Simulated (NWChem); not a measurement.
System: CH$_{4}$O$_{2}$Si; SMILES O=CO[SiH3]

```xyz
8

O     -0.7524    -1.5783     0.0000
C      0.4194    -1.2854     0.0000
O      0.8936    -0.0291     0.0000
Si    -0.2407     1.2625     0.0000
H      1.2419    -2.0158     0.0000
H     -1.0734     1.2262    -1.2237
H     -1.0734     1.2262     1.2237
H      0.6290     2.4603     0.0000
```
Atoms are numbered in this order, from 1.

Results from NWChem. Pople sets run with spherical d functions. Coordinates come from a B3LYP/6-31G* (spherical d) optimisation. Total energies compare along this basis series because the functional is fixed.

| level | basis functions | energy (Ha) | highest occupied level (eV) | orbital gap (eV) | dipole (D) |
|---|---|---|---|---|---|
| B3LYP/STO-3G | 28 | -474.5274 | -4.20 | 7.53 | 1.45 |
| B3LYP/3-21G | 48 | -477.9006 | -7.84 | 7.73 | 1.25 |
| B3LYP/6-31G* | 68 | -480.4798 | -8.02 | 7.72 | 1.46 |
| B3LYP/6-31+G* | 84 | -480.4913 | -8.40 | 7.64 | 1.61 |
| B3LYP/6-311G** | 104 | -480.5689 | [?] | 7.67 | 1.46 |
| B3LYP/6-311++G** | 124 | -480.5749 | -8.43 | 7.58 | 1.59 |

Task: What belongs in the gaps?

Result: 
- B3LYP/6-311G**, highest occupied level (eV): -8.22
